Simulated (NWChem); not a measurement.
Species: CH5AlFN; SMILES C[NH][AlH][F]

```xyz
9

Al     0.4186    -0.6561    -0.0002
F     -0.4443    -2.0751    -0.0005
H      1.9940    -0.6871    -0.0002
N     -0.4872     0.8702     0.0000
C      0.0513     2.2265     0.0010
H     -1.5019     0.8611    -0.0002
H     -0.2556     2.7953     0.8905
H     -0.2582     2.7974    -0.8862
H      1.1464     2.1907    -0.0006
```
Atoms are numbered in this order, from 1.

Level: B3LYP/6-31G* (spherical d) (NWChem), optimised geometry, unscaled harmonic frequencies. 

```csv
frequency (cm⁻¹),IR intensity (km/mol)
126,0.1
154,4.9
181,3.8
306,16.7
474,221.9
558,25.2
679,96.3
719,59.9
881,122.2
1096,21.6
1139,119.1
1156,0.0
1416,42.0
1493,19.3
1522,1.4
1551,3.5
1997,120.2
3012,93.3
3054,47.6
3104,29.2
3560,8.5
```

- zero-point energy: 40.3 kcal/mol
- thermal correction to the enthalpy at 298.15 K (with zero-point energy): 44.6 kcal/mol
- heat capacity Cv: 19.0 cal/(mol K)
- entropy at 298.15 K and 1 atm (symmetry number 1): 75.6 cal/(mol K)
- dipole moment: 2.10 D

Rigid rotor and harmonic oscillator.
